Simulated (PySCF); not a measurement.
# Frontier orbitals and the lowest excitations

Species: C₇H₉PSe.
Cartesian coordinates in Å at the PBE0-D3(BJ)/def2-SVP level; atoms count from 1:
```xyz
18
C7H9PSe angstrom
C      1.4980    2.4806   -0.7474
C      0.9767    1.3848   -0.7073
P      0.1822   -0.1954   -0.7385
Se    -0.2007   -0.9462   -2.6597
C      1.2595   -1.2528    0.2515
C      2.4452   -0.8995    0.7487
C     -1.2910    0.0547    0.2848
C     -2.4371   -0.9119    0.1527
C     -2.5750    0.4763   -0.3719
H      1.9585    3.4519   -0.7876
H      0.8654   -2.2689    0.3693
H      2.8488    0.1086    0.6119
H      3.0582   -1.6161    1.3045
H     -1.0558    0.4537    1.2775
H     -2.3314   -1.7084   -0.5910
H     -2.9540   -1.1918    1.0738
H     -2.5539    0.5937   -1.4601
H     -3.1936    1.1966    0.1691
```

Method used: TDDFT PBE0/def2-SVPD, vertical, gas phase, core orbitals frozen in the response in PySCF. Relativistic effects, spin–orbit coupling among them, are left out although an element past zinc is present.

Frontier orbitals with the atoms that hold most of them (Löwdin shares over 4%, at most four atoms; ? is withheld):

```json
{"orbital": "HOMO-3", "ε (eV)": "-8.62", "atoms": "C2 26%, C1 26%, C7 12%, C8 9%"}
{"orbital": "HOMO-2", "ε (eV)": "-8.37", "atoms": "C6 26%, C5 26%, Se4 9%, C7 8%"}
{"orbital": "HOMO-1", "ε (eV)": "-6.22", "atoms": "?"}
{"orbital": "HOMO", "ε (eV)": "-6.14", "atoms": "?"}
{"orbital": "LUMO", "ε (eV)": "?", "atoms": "C6 28%, C5 20%, Se4 15%, P3 11%"}
{"orbital": "LUMO+1", "ε (eV)": "-0.58", "atoms": "C1 29%, C2 26%, P3 13%, Se4 8%"}
{"orbital": "LUMO+2", "ε (eV)": "-0.41", "atoms": "C1 26%, C2 22%, C5 12%, P3 10%"}
```

**Question.** Give the leading atoms of the HOMO.

**Answer.** Se4 (bonded to P) 75%; P3 (bonded to 3 C and Se) 13%; C5 (bonded to C, P and H) 4%.

**Question.** Give the leading atoms of the HOMO-1.

**Answer.** Se4 (bonded to P) 74%; P3 (bonded to 3 C and Se) 13%.

**Question.** What is the LUMO energy, and the HOMO–LUMO gap?

**Answer.** ε(LUMO) = -1.11 eV; the gap is 5.03 eV (0.1850 hartree).

**Question.** The HOMO–LUMO gap is 5.03 eV. Where does the response calculation put the lowest singlet, and from which orbitals?

**Answer.** S1 is at 3.91 eV (f = 0.024), 1.12 eV below the gap, made of HOMO→LUMO (94%). Without the coupling terms of the response equations the lowest excitation would equal the gap.

**Question.** One configuration dominates each of S1, S2 and S3. Which, and how do the shares of the two leading atoms of either orbital change from the occupied to the empty one?

**Answer.** 
- S1 (3.91 eV, f 0.024), HOMO→LUMO (94%): Se4 75% → 15%, P3 13% → 11%, C6 at most 4% → 28%, C5 4% → 20%
- S2 (4.00 eV, f 0.011), HOMO-1→LUMO (96%): Se4 74% → 15%, P3 13% → 11%, C6 at most 4% → 28%, C5 at most 4% → 20%
- S3 (4.48 eV, f 0.0076), HOMO-1→LUMO+1 (73%): Se4 74% → 8%, P3 13% → 13%, C1 at most 4% → 29%, C2 at most 4% → 26%

One conformer stands for the species.
